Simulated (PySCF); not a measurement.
ZrCl3, SMILES [Cl][Zr+]([Cl])[Cl], charge +1, multiplicity 1.

Geometry: B3LYP-D3(BJ)/def2-SVP. The multiplicity is an assumed one; other spin states were not compared. The isomer is the one that the SMILES or the coordinates give; other isomers of the formula were not compared. The def2 effective core potentials stand for the cores of Zr; spin–orbit coupling is left out.

Computed with HF/def2-TZVPD run with PySCF.

Symmetry labels are those of the subgroup Cs that the program uses (full group C3v).

Question: List the valence orbital energies around the gap with their symmetry. (The exact figures need the calculation; the answer reports its results.)

Answer: 
| orbital | symmetry | energy (eV) |
|---|---|---|
| HOMO−7 | A" | -19.65 |
| HOMO−6 | A' | -19.65 |
| HOMO−5 | A' | -18.90 |
| HOMO−4 | A" | -18.90 |
| HOMO−3 | A' | -18.51 |
| HOMO−2 | A" | -18.04 |
| HOMO−1 | A' | -18.04 |
| HOMO | A" | -17.65 |
| LUMO | A' | -6.24 |
| LUMO+1 | A' | -5.08 |
| LUMO+2 | A" | -5.08 |
| LUMO+3 | A' | -3.89 |
